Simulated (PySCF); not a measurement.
B(F)(H)(NHMe) (CH5BFN), SMILES CNBF.

Coordinates come from a PBE0-D3(BJ)/def2-SVP optimisation. Other conformers were not sampled.

Calculation: CAM-B3LYP/def2-TZVPD in PySCF.

The molecule is in vacuum.

Computed frontier levels, gap, dipole moment and polarisability:
```yaml
highest_occupied_level: -9.21 eV
lowest_empty_level: 0.71 eV
orbital_gap: 9.93 eV
dipole_moment: 2.46 D
quadrupole, principal values (traceless, Buckingham form, about the centre of nuclear charge): -2.94, 0.25, 2.69 D·Å
mean_static_polarisability: 37.8 bohr³ (5.60 Å³)
polarisability_principal_values: 31.0, 36.6, 45.7 bohr³
```
